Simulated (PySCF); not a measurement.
Simulation results for AlBH3O, Al2BH4O

All values are calculated (PySCF 2.14.0). Calculation on a computer-drawn molecule: the log of a Hartree-Fock and frozen-core CCSD(T) single point meant for a local Hartree-Fock minimum, with one planted fault or none, to be diagnosed. Offsets are logged minus clean, where the clean run is the same molecule without the fault. The reference is restricted for singlets and unrestricted otherwise, and also for a bond in bohr or an excited solution. Adding or removing an electron swaps singlet and doublet. The excited solution moves the top pair (singlet) or top alpha electron (doublet) to the lowest empty orbital. Highest occupied and lowest empty are orbital energies over both spins, largest force is the largest gradient component, triples share is (T) over the correlation energy, the T1 limit is 0.02 restricted and 0.045 unrestricted, electrons count all cores, a negative frequency is imaginary (commonest isotopes), and the dipole is about the centre of nuclear charge.

Common to all runs: meant charge 0; meant multiplicity 2; meant basis cc-pV(D+d)Z; logged SCF converged yes; possible faults no fault, one electron removed, one electron added, multiplicity raised by two, geometry at a saddle point, SCF held on an excited solution, minimal basis STO-3G, one bond length entered in bohr, all coordinates scaled.

(1) 
```xyz
6
formula=AlBH3O logged_electrons=29 logged_basis_functions=66 logged_spin_squared=0.762 logged_highest_occupied=-7.9194 logged_lowest_empty=0.38664 logged_largest_force=0.010624 logged_dipole_magnitude=0.98238 logged_SCF_stable_within_its_kind=no logged_energy_HF=-343.17472 planted_fault=SCF_held_on_an_excited_solution HF_energy_offset_from_clean_run=8.138
B      0.7173    -2.9387     0.9586
Al    -1.2907    -2.4936     1.0004
O     -1.7154    -0.8677     1.2113
H      1.8730    -3.2162     0.9329
H     -2.4004    -3.6068     0.8440
H     -2.5762    -0.4871     1.2547
```

Units: logged_highest_occupied, logged_lowest_empty in eV; logged_largest_force in hartree/bohr; logged_dipole_magnitude in debye; logged_energy_HF in hartree; HF_energy_offset_from_clean_run in kcal/mol.

Drawn bonds:
```
atom  other atom  order
   1           2      1
   2           3      1
   1           4      1
   2           5      1
   3           6      1
```

Notes: coupled-cluster numbers left out as unreliable.

(2) 
```xyz
8
formula=Al2BH4O logged_electrons=43 logged_basis_functions=94 logged_spin_squared=0.7589 logged_highest_occupied=-8.1628 logged_lowest_empty=1.06 logged_largest_force=3.385e-05 logged_lowest_frequency=-59.389 logged_T1_diagnostic=0.015247 logged_D1_diagnostic=0.041603 logged_triples_share=0.021479 logged_CC_converged=yes logged_dipole_magnitude=0.63064 logged_SCF_stable_within_its_kind=yes logged_energy_HF=-585.74452 logged_energy_CCSD(T)=-586.16361 planted_fault=geometry_at_a_saddle_point HF_energy_offset_from_clean_run=0.5056 CCSD(T)_energy_offset_from_clean_run=0.7061
B     -2.5477    -0.7516    -0.0001
Al    -1.0886     0.7061    -0.0028
O      0.5351     0.2508    -0.0013
Al     2.1650    -0.1586     0.0015
H     -3.4007    -1.5810     0.0032
H     -1.4852     2.2335    -0.0061
H      2.5703    -1.6831     0.0035
H      3.2517     0.9839     0.0022
```

Units: logged_highest_occupied, logged_lowest_empty in eV; logged_largest_force in hartree/bohr; logged_lowest_frequency in cm⁻¹; logged_dipole_magnitude in debye; logged_energy_HF, logged_energy_CCSD(T) in hartree; HF_energy_offset_from_clean_run, CCSD(T)_energy_offset_from_clean_run in kcal/mol.

Drawn bonds:
```
atom  other atom  order
   1           2      1
   2           3      1
   3           4      1
   1           5      1
   2           6      1
   4           7      1
   4           8      1
```
